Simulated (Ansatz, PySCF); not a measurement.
Donor–acceptor adduct: C2H5Ga (SMILES C=[CH][GaH2]) (first 8 atoms) with H2O (SMILES O); geometry from B3LYP-D3(BJ)/def2-TZVP.
(charge 0, multiplicity 1):
```xyz
11

C     -2.0977     0.7257     0.8404
C     -0.8006     0.9683     0.6376
Ga     0.5859    -0.4482     0.7871
H     -2.4674    -0.2756     1.0477
H     -2.8590     1.5010     0.7912
H     -0.5226     1.9977     0.4158
H      0.0433    -1.9338     0.8070
H      2.0895    -0.1358     0.4633
O      0.5946    -0.2244     3.0211
H     -0.2289     0.2692     3.1475
H      0.4816    -1.0755     3.4624
```

Interaction energies are E(AB) − E(A) − E(B) at the monomers' geometry in the complex; basis-set methods are counterpoise corrected. Rows marked so take none.

Frozen-core correlation. Filled d and f shells under p-block atoms count as core. Rows in 6-31G* carry no dispersion term and start afresh at each structure (6-31G* with six Cartesian d functions); the Pople sets are all-electron and without relativity.

Codes used: Ansatz (a quantum-chemistry and plane-wave program); PySCF for 6-31G* rows. 

Q: One of these levels gives -636.3 meV for the interaction energy. Which?
A) HF/6-31G* (no counterpoise)
B) revPBE/def2-TZVPPD
C) SCS-MP2/aug-cc-pVDZ

A: A, HF/6-31G* (no counterpoise). The others give -381.2 (revPBE/def2-TZVPPD), -512.3 (SCS-MP2/aug-cc-pVDZ)
